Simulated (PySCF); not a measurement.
CH9HfN3, SMILES [Hf]([NH2])([NH2])([CH3])[NH2], multiplicity 1. Atoms are numbered in the order given.

```xyz
14

Hf     0.0000     0.0000    -0.0374
N      1.0491     1.6413    -0.6491
H      0.8475     2.5861    -0.3240
H      1.8591     1.6888    -1.2623
N      0.8968    -1.7292    -0.6491
H      1.8158    -2.0270    -0.3240
H      0.5330    -2.4544    -1.2623
N     -1.9460     0.0880    -0.6491
H     -2.6633    -0.5591    -0.3240
H     -2.3920     0.7656    -1.2623
C      0.0000     0.0000     2.2037
H      1.0068    -0.1906     2.6194
H     -0.6684    -0.7766     2.6194
H     -0.3383     0.9672     2.6194
```
Charge 0, spin multiplicity 1.

Coordinates come from a PBE0-D3(BJ)/def2-SVP optimisation. The multiplicity is an assumed one; other spin states were not compared. The def2 effective core potentials stand for the cores of Hf; spin–orbit coupling is left out. The values are those of a single conformer.

Level of theory: PBE/def2-TZVP in PySCF.

ESP charges are fitted to the potential on shells at 1.4 to 2.0 van der Waals radii. Atomic charges (e):

```json
[
 {"atom": "Hf1", "ESP fit": "2.03", "Mulliken": "1.21"},
 {"atom": "N2", "ESP fit": "-1.39", "Mulliken": "-0.74"},
 {"atom": "H3", "ESP fit": "0.43", "Mulliken": "0.22"},
 {"atom": "H4", "ESP fit": "0.44", "Mulliken": "0.23"},
 {"atom": "N5", "ESP fit": "-1.38", "Mulliken": "-0.74"},
 {"atom": "H6", "ESP fit": "0.44", "Mulliken": "0.22"},
 {"atom": "H7", "ESP fit": "0.44", "Mulliken": "0.23"},
 {"atom": "N8", "ESP fit": "-1.39", "Mulliken": "-0.74"},
 {"atom": "H9", "ESP fit": "0.44", "Mulliken": "0.22"},
 {"atom": "H10", "ESP fit": "0.44", "Mulliken": "0.23"},
 {"atom": "C11", "ESP fit": "-1.13", "Mulliken": "-0.70"},
 {"atom": "H12", "ESP fit": "0.21", "Mulliken": "0.13"},
 {"atom": "H13", "ESP fit": "0.21", "Mulliken": "0.13"},
 {"atom": "H14", "ESP fit": "0.22", "Mulliken": "0.13"}
]
```
